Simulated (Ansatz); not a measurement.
B₈P₈ (relaxed from a model of (BP)8 cage of four- and six-membered rings, whose bonding it doesn't keep), 16 atoms. Hardware: 4 threads of Arm Neoverse V1 on a shared host.

Correlated methods freeze 48 core orbitals.

Task: How many basis functions does each of these Ansatz runs have, and roughly what does it cost? r2SCAN-D4/def2-SVP, charge 1 doublet, relaxation, 4 steps; PBE-D4/def2-SVP, charge -1 doublet, energy, from earlier orbitals; MP2/def2-SVP, charge 0 singlet, energy, from earlier orbitals; PBE0-D4/def2-SVP, charge 0 singlet, energy and forces, from earlier orbitals; r2SCAN-D4/def2-SVP, charge 0 singlet, relaxation, 5 steps; PBE0-D4/def2-SVP, charge -1 doublet at the geometry of the charge 0 singlet, energy; PBE0-D4/def2-SVP, charge 1 doublet, energy, from earlier orbitals; PBE-D4/def2-SVP, charge 1 doublet, energy, from earlier orbitals; PBE-D4/def2-SVP, charge 1 doublet at the geometry of the charge 0 singlet, energy, from earlier orbitals; PBE-D4/def2-SVP, charge 0 singlet, energy and forces, from earlier orbitals; PBE-D4/def2-SVP, charge -1 doublet at the geometry of the charge 0 singlet, energy, from earlier orbitals; PBE0-D4/def2-SVP, charge -1 doublet, energy, from earlier orbitals.

Result: Other jobs shared the machine, so times can vary by a factor of up to 3.

```
                                                                                                      run  functions  fitting or Cholesky vectors  wall time  peak host memory (GiB)
                              PBE-D4/def2-SVP, charge 0 singlet, energy and forces, from earlier orbitals        256                         2888       12 s                     0.7
                                            MP2/def2-SVP, charge 0 singlet, energy, from earlier orbitals        256                         2416       16 s                     1.2
                             PBE0-D4/def2-SVP, charge 0 singlet, energy and forces, from earlier orbitals        256                         2416       20 s                     1.2
                                         PBE-D4/def2-SVP, charge 1 doublet, energy, from earlier orbitals        256                         2888       20 s                    0.81
PBE-D4/def2-SVP, charge -1 doublet at the geometry of the charge 0 singlet, energy, from earlier orbitals        256                         2888       20 s                    0.81
                                        PBE-D4/def2-SVP, charge -1 doublet, energy, from earlier orbitals        256                         2888       22 s                    0.81
                                        PBE0-D4/def2-SVP, charge 1 doublet, energy, from earlier orbitals        256                         2416       30 s                     1.7
                                       PBE0-D4/def2-SVP, charge -1 doublet, energy, from earlier orbitals        256                         2416       31 s                     1.7
                      PBE0-D4/def2-SVP, charge -1 doublet at the geometry of the charge 0 singlet, energy        256                         2416       31 s                     1.9
 PBE-D4/def2-SVP, charge 1 doublet at the geometry of the charge 0 singlet, energy, from earlier orbitals        256                         2888       52 s                     1.6
                                                r2SCAN-D4/def2-SVP, charge 0 singlet, relaxation, 5 steps        256                         2888       62 s                    0.72
                                                r2SCAN-D4/def2-SVP, charge 1 doublet, relaxation, 4 steps        256                         2888    1.8 min                    0.78
```
